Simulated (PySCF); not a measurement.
PySCF input (PW6B95/def2-TZVPD):

```python
from pyscf import gto, scf, dft

mol = gto.M(
    atom='''
    Si    0.84394891   -0.21137922    0.63542957
    H     2.06906816   -0.58134986   -0.13098070
    Cl   -0.81672664    0.20827406   -0.51559020
    ''',
    basis='def2-tzvpd',
    charge=0,
    spin=2,
    verbose=4,
)

mf = dft.UKS(mol, xc='pw6b95').density_fit(auxbasis='def2-universal-jkfit')
mf.grids.level = 3
mf.conv_tol = 1e-9
mf.max_cycle = 100
mf.max_memory = 1500
mf.kernel()
if not mf.converged:
    mf = mf.newton()
    mf.kernel(mf.make_rdm1())
for _ in range(2):
    mo, _, stable, _ = mf.stability(return_status=True)
    if stable:
        break
    mf.kernel(mf.make_rdm1(mo, mf.mo_occ))
mf.analyze()
```

End of the output:

```
Extra cycle  E= -750.866632109837  delta_E= -5.84e-11  |g|= 7.88e-06  |ddm|= 1.62e-05
converged SCF energy = -750.866632109837  <S^2> = 2.0024593  2S+1 = 3.0016391
uhf_internal: lowest eigs of H = [0.22166868 0.29053905 0.29133574]
<class 'pyscf.df.df_jk.DFUKS'> wavefunction is stable in the internal stability analysis
**** SCF Summaries ****
Total Energy =                        -750.866632109837155
Nuclear Repulsion Energy =              68.977487690493660
One-electron Energy =                -1174.577883913492997
Two-electron Energy =                  354.733764113162067
Two-electron Coulomb Energy =          404.891955842411846
DFT Exchange-Correlation Energy =      -50.158191729249801
HOMO-LUMO gap [eV] =                     1.440567245507146
**** MO energy ****
                             alpha | beta                alpha | beta
MO #1   energy= -101.940067175802  | -101.938383171635  occ= 1 | 1
MO #2   energy= -66.4883012548978  | -66.4809220068764  occ= 1 | 1
MO #3   energy= -9.58030098681196  | -9.57885863018145  occ= 1 | 1
MO #4   energy= -7.31192657164759  | -7.30942953486681  occ= 1 | 1
MO #5   energy= -7.30694493406497  | -7.30506018729007  occ= 1 | 1
MO #6   energy= -7.30685349646654  | -7.30417652975984  occ= 1 | 1
MO #7   energy= -5.41084635401813  | -5.4024626163348   occ= 1 | 1
MO #8   energy= -3.7465724680962   | -3.73826641256548  occ= 1 | 1
MO #9   energy= -3.74647550951011  | -3.73462445902171  occ= 1 | 1
MO #10  energy= -3.7422239343412   | -3.73084130266446  occ= 1 | 1
MO #11  energy= -0.866538615250718 | -0.856350206916929 occ= 1 | 1
MO #12  energy= -0.552425748168123 | -0.509096601556799 occ= 1 | 1
MO #13  energy= -0.427263984023227 | -0.404180520802996 occ= 1 | 1
MO #14  energy= -0.377508797338978 | -0.362594623136686 occ= 1 | 1
MO #15  energy= -0.375733271773744 | -0.362591972719952 occ= 1 | 1
MO #16  energy= -0.292373436635472 | -0.148951617263595 occ= 1 | 0
MO #17  energy= -0.201891487524094 | -0.0686170660389216 occ= 1 | 0
MO #18  energy= -0.0216020034716458 | -0.00142799391220154 occ= 0 | 0
MO #19  energy= 0.00899841559780519 | 0.0190236905527969 occ= 0 | 0
MO #20  energy= 0.0313279851419694 | 0.0523687421466118 occ= 0 | 0
MO #21  energy= 0.0471939726574324 | 0.0544025244474849 occ= 0 | 0
MO #22  energy= 0.0515827837915743 | 0.0580571211241212 occ= 0 | 0
MO #23  energy= 0.0517664349645888 | 0.0647889889693217 occ= 0 | 0
MO #24  energy= 0.069448262329796  | 0.0857279385783897 occ= 0 | 0
MO #25  energy= 0.0891291159953856 | 0.103757238443766  occ= 0 | 0
MO #26  energy= 0.104554450554636  | 0.114491664960242  occ= 0 | 0
MO #27  energy= 0.105061754751567  | 0.120870448641638  occ= 0 | 0
MO #28  energy= 0.124686605362049  | 0.145621125683276  occ= 0 | 0
MO #29  energy= 0.159271385992405  | 0.165933753873449  occ= 0 | 0
MO #30  energy= 0.18534425871468   | 0.195581854463143  occ= 0 | 0
MO #31  energy= 0.204404497702752  | 0.212365046530165  occ= 0 | 0
MO #32  energy= 0.209574068903793  | 0.220127712979121  occ= 0 | 0
MO #33  energy= 0.209730864987263  | 0.223632335923462  occ= 0 | 0
MO #34  energy= 0.215467869514842  | 0.229408458601919  occ= 0 | 0
MO #35  energy= 0.2321475488822    | 0.243927231768057  occ= 0 | 0
MO #36  energy= 0.242397090485914  | 0.266317974642069  occ= 0 | 0
MO #37  energy= 0.253694827194273  | 0.273629869697436  occ= 0 | 0
MO #38  energy= 0.290329660123453  | 0.310672642617252  occ= 0 | 0
MO #39  energy= 0.309488758215893  | 0.332564424732183  occ= 0 | 0
MO #40  energy= 0.333638813473063  | 0.367930014029925  occ= 0 | 0
MO #41  energy= 0.357809250390717  | 0.378383488961413  occ= 0 | 0
MO #42  energy= 0.365074362898856  | 0.380696266599522  occ= 0 | 0
MO #43  energy= 0.372945921572543  | 0.397308975628269  occ= 0 | 0
MO #44  energy= 0.40879895707335   | 0.422185528889032  occ= 0 | 0
MO #45  energy= 0.428507428728195  | 0.442634333450035  occ= 0 | 0
MO #46  energy= 0.465572624070923  | 0.49425313129273   occ= 0 | 0
MO #47  energy= 0.548622589016772  | 0.556875483034814  occ= 0 | 0
MO #48  energy= 0.561892179266528  | 0.576263128303156  occ= 0 | 0
MO #49  energy= 0.599295288677989  | 0.608324093294108  occ= 0 | 0
MO #50  energy= 0.601771041110322  | 0.608942374735474  occ= 0 | 0
MO #51  energy= 0.612809027420169  | 0.623936064016862  occ= 0 | 0
MO #52  energy= 0.621266669499139  | 0.635401994554428  occ= 0 | 0
MO #53  energy= 0.634392739549344  | 0.647806448422584  occ= 0 | 0
MO #54  energy= 0.668998891921934  | 0.688264852451667  occ= 0 | 0
MO #55  energy= 0.744138237624199  | 0.750691703986277  occ= 0 | 0
MO #56  energy= 0.972463543346853  | 1.02135509185953   occ= 0 | 0
MO #57  energy= 0.976951236102943  | 1.02383807174918   occ= 0 | 0
MO #58  energy= 0.984333495280657  | 1.0295961125061    occ= 0 | 0
MO #59  energy= 1.00769728223366   | 1.03576233347169   occ= 0 | 0
MO #60  energy= 1.02451640365077   | 1.06264333561947   occ= 0 | 0
MO #61  energy= 1.04752838991518   | 1.07240857902119   occ= 0 | 0
MO #62  energy= 1.04823941769827   | 1.09656379019324   occ= 0 | 0
MO #63  energy= 1.0518933497548    | 1.10363201200608   occ= 0 | 0
MO #64  energy= 1.12850496921658   | 1.16886739041758   occ= 0 | 0
MO #65  energy= 1.161509480795     | 1.1804058852149    occ= 0 | 0
MO #66  energy= 1.17578843215364   | 1.22969685176852   occ= 0 | 0
MO #67  energy= 1.20517639790094   | 1.24573173345028   occ= 0 | 0
MO #68  energy= 1.28913001659655   | 1.32830067607625   occ= 0 | 0
MO #69  energy= 1.29349841394082   | 1.33482888610266   occ= 0 | 0
MO #70  energy= 1.41816485362233   | 1.45700685082856   occ= 0 | 0
MO #71  energy= 1.70692440956358   | 1.73794209914888   occ= 0 | 0
MO #72  energy= 1.85919926406681   | 1.88887668855564   occ= 0 | 0
MO #73  energy= 1.86934474850629   | 1.89086914139983   occ= 0 | 0
MO #74  energy= 1.91945394281671   | 1.92454013701118   occ= 0 | 0
MO #75  energy= 1.93038864191615   | 1.93679361215873   occ= 0 | 0
MO #76  energy= 1.95330618684466   | 1.9588582921957    occ= 0 | 0
MO #77  energy= 1.95926955542483   | 1.96451636699522   occ= 0 | 0
MO #78  energy= 1.99223639410336   | 1.99990348282802   occ= 0 | 0
MO #79  energy= 2.07212902819295   | 2.07808145340529   occ= 0 | 0
MO #80  energy= 2.07393644131611   | 2.07960655101739   occ= 0 | 0
MO #81  energy= 2.12911835283301   | 2.13852590114384   occ= 0 | 0
MO #82  energy= 2.13613434272419   | 2.14556493584575   occ= 0 | 0
MO #83  energy= 2.30897907979962   | 2.31505773092834   occ= 0 | 0
MO #84  energy= 2.3344048778803    | 2.34115063570771   occ= 0 | 0
MO #85  energy= 2.34848477080591   | 2.37059272927705   occ= 0 | 0
MO #86  energy= 2.42141237177022   | 2.42841415366188   occ= 0 | 0
MO #87  energy= 2.42939406318766   | 2.44374428953245   occ= 0 | 0
MO #88  energy= 2.5021900549672    | 2.51761426568537   occ= 0 | 0
MO #89  energy= 2.67784034809286   | 2.69564700366476   occ= 0 | 0
MO #90  energy= 2.89321236919081   | 2.9102434814312    occ= 0 | 0
MO #91  energy= 6.00564417760574   | 6.05247986845812   occ= 0 | 0
MO #92  energy= 6.14617940810461   | 6.18346335082352   occ= 0 | 0
MO #93  energy= 6.31174416457818   | 6.33566287914867   occ= 0 | 0
MO #94  energy= 10.0498967301487   | 10.0717475987052   occ= 0 | 0
MO #95  energy= 10.7849296130628   | 10.7888171197878   occ= 0 | 0
MO #96  energy= 10.8096403222281   | 10.812867439287    occ= 0 | 0
MO #97  energy= 11.170708553162    | 11.1764048424511   occ= 0 | 0
MO #98  energy= 25.0769186543407   | 25.07961460889     occ= 0 | 0

To work with the spin densities directly, `use mulliken_meta_spin()` only printing them here.

 ** Mulliken spin pop alpha/beta on meta-lowdin orthogonal AOs **
 ** Mulliken Spin Density (per AO)  **
spin_pop of  0 Si 1s       -0.00000
[...]
```

This is an excited triplet: at this geometry the singlet lies 1.19 eV lower at CCSD(T)/CBS(aug-cc-pV(T+d)Z,aug-cc-pV(Q+d)Z).
